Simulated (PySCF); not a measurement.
## Adding and removing an electron: RbB

r²SCAN; Rb def2-SVPD with ECP28, B def2-SVPD; scalar-relativistic core potentials (PySCF 2.14). Neutral (UKS): triplet (σ ↑, π ↑), Re = 3.055 Å, ωe = 241 cm⁻¹, De = 1.08 eV, HOMO -2.55 eV, LUMO -1.61 eV.

RbB⁺ (UKS): doublet (σ ↑), Re = 3.607 Å, ωe = 119 cm⁻¹, De = 0.28 eV to Rb⁺ + B. The energies at the minima are -48.74302 hartree for RbB and -48.56348 for RbB⁺.

Problem. Work out the adiabatic ionisation energy, without and with harmonic zero-point energies (1 hartree = 27.2114 eV, 1 eV = 8065.5 cm⁻¹), and the change of the bond length.

Solution. At r²SCAN: 0.17954 hartree = 4.886 eV between the minima; the zero-point term (119.0 − 241.0)/2 cm⁻¹ = -0.008 eV makes it 4.878 eV. Re changes by +55.2 pm against the neutral. The electron leaves a π orbital, and the ion is left as a loose complex of an ion and an atom.

Weak bonds: RbB⁺. Basis-set superposition, not corrected here, can be much of De in a small basis, most of all at correlated wavefunction levels. Spin–orbit coupling is left out. For an ion De counts to the pair picked by the measured ionisation energies or electron affinities, which need not be the lowest pair at this level. States were picked by a PBE0 search and need not be the measured ground states.
